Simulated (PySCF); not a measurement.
## LiCa: energy against distance

Set-up: basis Li aug-pcseg-1, Ca aug-pcseg-1; no relativity; PySCF 2.14. Energies in eV from Li + Ca in their ground configurations at the same level. State: ²Σ⁺ (doublet), unpaired electrons σ ↑.

All columns are PBE0. A positive dipole means Li(−)Ca(+).

```json
{"R (Å)": "2.946", "E (eV)": "-0.235", "μ (D)": "-0.96", "Mulliken charge on Li (basis-dependent)": "0.32", "HOMO (eV)": "-3.23", "LUMO (eV)": "-1.53", "Mayer bond order": "0.53", "⟨S²⟩": "0.77"}
{"R (Å)": "3.083", "E (eV)": "-0.321", "μ (D)": "-0.90", "Mulliken charge on Li (basis-dependent)": "0.28", "HOMO (eV)": "-3.27", "LUMO (eV)": "-1.56", "Mayer bond order": "0.55", "⟨S²⟩": "0.77"}
{"R (Å)": "3.220", "E (eV)": "-0.368", "μ (D)": "-0.83", "Mulliken charge on Li (basis-dependent)": "0.24", "HOMO (eV)": "-3.30", "LUMO (eV)": "-1.60", "Mayer bond order": "0.56", "⟨S²⟩": "0.77"}
{"R (Å)": "3.322", "E (eV)": "-0.385", "μ (D)": "-0.77", "Mulliken charge on Li (basis-dependent)": "0.22", "HOMO (eV)": "-3.32", "LUMO (eV)": "-1.63", "Mayer bond order": "0.55", "⟨S²⟩": "0.77"}
{"R (Å)": "3.425", "E (eV)": "-0.389", "μ (D)": "-0.71", "Mulliken charge on Li (basis-dependent)": "0.20", "HOMO (eV)": "-3.35", "LUMO (eV)": "-1.65", "Mayer bond order": "0.54", "⟨S²⟩": "0.77"}
{"R (Å)": "3.528", "E (eV)": "-0.384", "μ (D)": "-0.65", "Mulliken charge on Li (basis-dependent)": "0.18", "HOMO (eV)": "-3.37", "LUMO (eV)": "-1.68", "Mayer bond order": "0.52", "⟨S²⟩": "0.78"}
{"R (Å)": "3.665", "E (eV)": "-0.367", "μ (D)": "-0.57", "Mulliken charge on Li (basis-dependent)": "0.16", "HOMO (eV)": "-3.41", "LUMO (eV)": "-1.70", "Mayer bond order": "0.48", "⟨S²⟩": "0.78"}
{"R (Å)": "3.836", "E (eV)": "-0.335", "μ (D)": "-0.49", "Mulliken charge on Li (basis-dependent)": "0.15", "HOMO (eV)": "-3.45", "LUMO (eV)": "-1.73", "Mayer bond order": "0.42", "⟨S²⟩": "0.78"}
{"R (Å)": "4.042", "E (eV)": "-0.289", "μ (D)": "-0.41", "Mulliken charge on Li (basis-dependent)": "0.15", "HOMO (eV)": "-3.49", "LUMO (eV)": "-1.75", "Mayer bond order": "0.34", "⟨S²⟩": "0.78"}
{"R (Å)": "4.316", "E (eV)": "-0.226", "μ (D)": "-0.35", "Mulliken charge on Li (basis-dependent)": "0.14", "HOMO (eV)": "-3.55", "LUMO (eV)": "-1.75", "Mayer bond order": "0.25", "⟨S²⟩": "0.77"}
```

A fit through these points gives, at Re = 3.417 Å, μ = -0.71 D and dμ/dR = 0.598 D/Å; the reduced mass is 5.968 u.

Question: How strong is the fundamental in the double-harmonic approximation, I = 42.26·(dμ/dR)²/μred km/mol?

Answer: I = 42.26·(0.598)²/5.968 = 2.53 km/mol at PBE0.

The bond is weak. Basis-set superposition, not corrected here, can be much of De in a small basis, most of all at correlated wavefunction levels. Functionals without a dispersion term scatter widely for such bonds, and LDA overbinds them. The state is the lowest determinant that a PBE0 search found; another state may lie lower at other levels.
